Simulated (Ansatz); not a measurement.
Abridged output of a molecular run in Ansatz:

```
Functional definition: HF
1141 factors; integrals over basis functions are off by at most 9.2e-4 eV
mean field evaluation 1: about -68888.5130 eV, gradient 3.4e1 eV
mean field evaluation 2: about -68888.7670 eV, gradient 3.4e1 eV
mean field evaluation 4: about -68891.9938 eV, gradient 4.4e0 eV
mean field evaluation 8: about -68892.0844 eV, gradient 5.1e-1 eV
mean field evaluation 16: about -68892.0874 eV, gradient 2.4e-6 eV
mean field -68892.08738117 eV, -2531.7375145241 hartree, gradient 2.4e-6 eV, S^2 0.000000; 0 other end points of the search recorded, 0 dependent functions left out
12 core orbitals not correlated: weight in the atoms' cores, before any rotation towards them, 1.000 or more for the frozen orbitals, at most 0.000 for the correlated occupied ones
reference -68892.08738117 eV, -2531.7375145241 hartree; 16, 16 occupied and 155, 155 virtual orbitals, 1141 factors
second order -21.53184671 eV of doubles, -0.00000000 eV of singles
cycle   1  -21.17649719 eV  change    3.6e-1 eV  update   1.1e-1
cycle   2  -21.80115312 eV  change   -6.2e-1 eV  update   3.3e-2
cycle   3  -21.91545775 eV  change   -1.1e-1 eV  update   1.5e-2
cycle   4  -21.90383466 eV  change    1.2e-2 eV  update   4.1e-3
cycle   5  -21.90605901 eV  change   -2.2e-3 eV  update   1.9e-3
cycle   6  -21.90652545 eV  change   -4.7e-4 eV  update   5.1e-4
cycle   7  -21.90612648 eV  change    4.0e-4 eV  update   2.2e-4
cycle   8  -21.90609327 eV  change    3.3e-5 eV  update   7.2e-5
cycle   9  -21.90609998 eV  change   -6.7e-6 eV  update   2.5e-5
perturbative correction -1.04911330 eV, -0.0385542027 hartree
Total energy: -68915.04259445 eV, -2532.5811030525 hartree
```

Its atoms:

```xyz
7

Se   -0.999   -1.238    1.475
C     0.212   -0.373    0.362
N     1.441   -0.344    0.136
C     0.533    0.565   -0.685
H    -2.154   -0.532    0.908
H     0.584    1.629   -0.470
H     0.383    0.294   -1.727
```

**Question.** Which basis set was used?
A. def2-TZVPP
B. def2-SVP
C. def2-TZVPPD
D. def2-QZVPP

**Answer.** A. It gives 183 functions.

**Question.** Write the keys of the input that set method, charge and spin (a neutral closed shell needs none for the last two).

**Answer.** 
```yaml
correlation: {method: ccsd_t}
```
